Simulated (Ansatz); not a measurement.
Problem. Name a neutral molecule of Al, B, Ge, O and H with HOMO energy (ωB97M-V/def2-TZVPP) between -9.15 and -8.85 eV and size of the dipole moment (B3LYP/def2-TZVPP) between 1.55 and 1.85 D (Ansatz, PBE0-D4/def2-TZVP geometry).

Solution. `[BH]1[AlH][O][GeH2]1` (-8.88 eV, 1.84 D). Other molecules can fit too; these were computed, each in one conformer that needn't be the lowest.

B3LYP here is the variant with VWN-RPA as its local correlation; programs differ in this.
